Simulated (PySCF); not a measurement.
**How methods differ on the excitation energy of S⁺**

S⁺ [Ne] 3s2 3p3 (4S) → S⁺ [Ne] 3s1 3p4 (4P), as a difference of total energies. All numbers are calculated (PySCF 2.14, the spin-free X2C one-electron Hamiltonian (Gaussian nucleus), in dyall-acv3z (19s12p6d4f, 113 functions)). Correlated levels: valence: [Ne] frozen; virtual orbitals above 40 to 60 times the deepest correlated orbital energy dropped. The calculations carry no spin-orbit coupling.

```json
{"method": "UHF", "excitation energy (eV)": "10.518"}
{"method": "MP2 (valence)", "excitation energy (eV)": "10.533"}
{"method": "SCS-MP2 (valence)", "excitation energy (eV)": "10.539"}
{"method": "CCSD (valence)", "excitation energy (eV)": "10.016"}
{"method": "CCSD(T) (valence)", "excitation energy (eV)": "9.878"}
```

Errors of the correlated levels include the incompleteness of this basis and the frozen core.

The coupled-cluster amplitudes are large for the upper state (T1 above 0.03 or a double amplitude above 0.15), so a single reference is strained.

Q: Which method comes closest to the reference value, and which is furthest?

A: The reference is 9.870 eV (measured; NIST levels, between the centres of gravity of the two terms). Closest: CCSD(T) (valence) (error 0.008 eV); furthest: SCS-MP2 (valence) (error 0.669 eV).
